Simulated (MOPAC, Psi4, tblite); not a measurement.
Approach curve of the dimer BF3 ··· Li+ (SMILES FB(F)F and [Li+]) (charge +1). Monomers: optimised at B3LYP-D3(BJ) (def2-TZVP), held rigid. Orientation: lowest of the rigid-body minima from ten starts at GFN2-xTB (searched outside a hard wall at short contacts). R is the distance of the centres of mass, along which the second monomer moves. The shortest distances reach bonding range, where SAPT0 and rigid monomers are unreliable. The table gives interaction energies.

```tsv
R / Å	A	B	C
3.08	-12.79	-23.06	5.15
3.31	-12.59	-21.67	0.11
3.45	-11.41	-20.34	-0.51
3.75	-8.56	-17.94	0.31
4.07	-6.14	-15.00	1.63
4.56	-3.80	-10.41	2.45
5.27	-2.11	-5.69	1.62
6.26	-1.09	-2.50	0.38
7.59	-0.54	-1.12	-0.12
```

Energies in kcal/mol.

Problem. Assign the columns to these levels of theory: GFN2-xTB (tblite); PBE0/def2-TZVP, counterpoise-corrected (Psi4); PM3, restricted, heats of formation run with MOPAC.

Solution. A is PBE0/def2-TZVP; B is GFN2-xTB; C is PM3.
